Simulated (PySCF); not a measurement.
# Radial density of Ga²⁺ (gallium, charge +2)

UHF, [Ar] 3d10 4s1, 2S determinant. Computed with PySCF 2.14 in 6-31G*, with no relativity, point nucleus.

```
r (bohr)  4πr²ρ (e/bohr)  4πr²(ρα − ρβ)
0.000906          0.1953         0.0001
 0.00152          0.5397         0.0002
 0.00256           1.441         0.0006
 0.00431           3.640         0.0015
 0.00725           8.609         0.0035
  0.0122           17.92         0.0071
  0.0205           30.55         0.0109
  0.0345           37.58         0.0090
  0.0581           32.08        -0.0003
  0.0977           33.67         0.0103
   0.164           43.38         0.0235
   0.276           24.76        -0.0290
   0.465           25.40         0.0312
   0.782           19.51        -0.0175
    1.31           4.066         0.3258
    2.21          0.7302         0.5230
    3.72         0.09475         0.0913
```

Where is the radial spin density 4πr²(ρα − ρβ) most negative, and why is it negative at all?

Around r = 0.276 bohr, down to -0.0290 e/bohr: exchange with the open shell polarises the paired shells in an unrestricted calculation.
